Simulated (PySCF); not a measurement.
## Ions at one geometry of [Hf(OH)3(NH3)]+

PySCF 2.14.0, RKS PBE0, Hf def2-SVP with ECP60, O def2-SVP, H def2-SVP, N def2-SVP; non-relativistic Hamiltonian with scalar-relativistic core potentials where named; density fitting; no spin-orbit coupling; singlets restricted, open shells unrestricted. The geometry is relaxed for charge +1, singlet, vacuum:

```xyz
11

Hf    0.0676   -0.1148    0.1700
O     1.0959    1.1630    1.1283
H     1.6839    1.6636    1.6985
O    -1.2504   -1.0397    1.1782
H    -1.7781   -1.5839    1.7671
O     1.0307   -1.1699   -1.0822
H     1.5983   -1.7739   -1.5667
N    -1.1925    1.2231   -1.2087
H    -1.8092    1.8647   -0.6976
H    -0.6193    1.8177   -1.8181
H    -1.8054    0.6923   -1.8379
```

Energies count from the relaxed state; an electron taken off or put on is at rest in vacuum. Charges and spins are Mulliken's.

```json
{"state": "charge +1, singlet, vacuum", "energy (eV)": "0.00", "spin squared": "0.00", "charge on Hf1 (e)": "1.28", "spin on Hf1 (e)": "0.00", "dipole about the centre of mass (D)": "4.39"}
{"state": "charge 0, doublet, vacuum", "energy (eV)": "-3.30", "spin squared": "0.75", "charge on Hf1 (e)": "0.47", "spin on Hf1 (e)": "0.91", "dipole about the centre of mass (D)": "1.04"}
```

**Question.** What does the state charge +2, doublet, vacuum give?

**Answer.** energy (eV) 15.41, spin squared 0.77, charge on Hf1 (e) 1.48, spin on Hf1 (e) -0.17, dipole about the centre of mass (D) 3.09.

With an electron taken off (doublet) the charges change, summed by element, by Hf +0.20 e, O +0.54 e, H +0.27 e, N -0.01 e. The vertical ionisation energy is 15.41 eV, against −ε(HOMO) = 13.28 eV of the relaxed state. The level lies 2.1 eV too high, as is usual for semilocal functionals and global hybrids, which keep a self-interaction error.

With an electron put on (doublet) the charges change, summed by element, by Hf -0.81 e, O +0.02 e, H -0.36 e, N +0.14 e. The vertical electron affinity is 3.30 eV, against −ε(LUMO) = 4.77 eV of the relaxed state.

Open shells may have lower solutions than those found.

No frequency check is given that shows the relaxed geometry to be a minimum.
